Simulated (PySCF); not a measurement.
# How methods differ on the ionisation energy of Ru

Ru [Kr] 4d7 5s1 (5F) → Ru⁺ [Kr] 4d7 (4F), as a difference of total energies. Computed with PySCF 2.14 in def2-TZVP with the def2 core potential (28 electrons), with a scalar-relativistic core potential. Correlated levels: valence: 4s2 4p6 frozen. The calculations carry no spin-orbit coupling.

**Question.** Order these methods by the ionisation energy they give, lowest first.
A. SCS-MP2 (valence)
B. B3LYP
C. MP2 (valence)
D. UHF

**Answer.** D (6.301 eV), A (6.702 eV), C (6.891 eV), B (7.620 eV).

Errors of the correlated levels include the incompleteness of this basis and the frozen core.

For comparison: 7.365 eV (measured; NIST levels, between the centres of gravity of the two terms).
